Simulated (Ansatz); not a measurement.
Stepwise reaction of `O[SiH](Cl)[SiH](Cl)Cl` with hydrogen, as a gas-phase model of exchange steps in deposition or etching. ΔE in kJ/mol.

Isolated molecules relaxed with PBE0-D4/def2-TZVP in Ansatz; ΔE leaves out vibrations. CBS: MP2 limit from def2 TZ/QZ plus the TZ coupled-cluster correction, frozen cores. This one scheme is used for every species. Functionals use def2-TZVPP. B3LYP here is the variant with VWN-RPA as its local correlation; programs differ in this. Each species was taken in one conformer, which may not be the lowest.

```csv
step,reaction,PBE-D4,B3LYP-D4,ωB97M-V,CCSD(T)/CBS
1,`O[SiH](Cl)[SiH](Cl)Cl` + H₂ → `O[SiH2][SiH](Cl)Cl` + HCl,90.7,89.6,90.3,88.9
2,`O[SiH2][SiH](Cl)Cl` + H₂ → `O[SiH2][SiH2]Cl` + HCl,81.5,80.3,80.6,79.6
3,`O[SiH2][SiH2]Cl` + H₂ → `O[SiH2][SiH3]` + HCl,73.2,73.7,74.5,74.1
```

**Question.** By hand: ΔE of the 3 steps together at CCSD(T)/CBS.

**Answer.** (88.9) + (79.6) + (74.1) = 242.6 kJ/mol, or 80.9 kJ/mol a step.

In ΔE each step is lower than the one before. All are uphill at CCSD(T)/CBS. PBE-D4 differs from CCSD(T)/CBS by -0.9 to 1.9 kJ/mol a step. Isolated molecules leave out the surface, adducts and barriers. Largest T1 diagnostic: 0.012.
